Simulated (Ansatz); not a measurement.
Tl3H4, relaxed as a doublet with UKS PBE-D4/def2-SVP in Ansatz, starting from the GFN2-xTB geometry. Force threshold 0.02 eV/Å.

In the def2 sets Tl takes a core potential; there is no spin–orbit coupling. The relaxation made no stability test and no search for a lower SCF solution. Another isomer (doublet) lies 0.54 eV lower at PBE0-D4/def2-TZVP; other spin states weren't run for this one.

Start:

Cartesian coordinates in Å:
```
Tl -0.936 -0.151 -0.257
Tl 0.575 1.601 2.202
Tl -0.534 -2.671 -2.306
H 0.755 -0.849 -2.073
H 1.223 0.656 0.159
H -0.184 -0.643 1.879
H -0.899 2.058 0.396
```

Question: Estimate the energy that the relaxation releases and the steps that it takes.

Answer: 0.84 eV, in 9 steps; 10 s on 4 threads of Arm Neoverse V2 on a shared host. No frequencies were taken in this run, so the end may be a saddle point.

Question: Does the start keep its bonding?

Answer: Bonds formed: Tl1–H4, Tl1–H5, Tl1–H6, Tl1–H7 (atoms count from 1).

Question: Predict the relaxed structure.

Answer: 
```csv
atom,x (Å),y (Å),z (Å)
Tl1,-0.013,-0.161,-0.184
Tl2,0.269,1.681,2.222
Tl3,-0.830,-2.556,-2.216
H4,0.291,-0.678,-2.077
H5,1.557,0.803,0.404
H6,-0.268,-0.536,1.730
H7,-1.006,1.448,0.122
```
Bond lengths (bridged metal pairs left out): 2 × Tl–Tl 3.04 to 3.25 Å; 4 × H–Tl 1.92 to 1.99 Å.
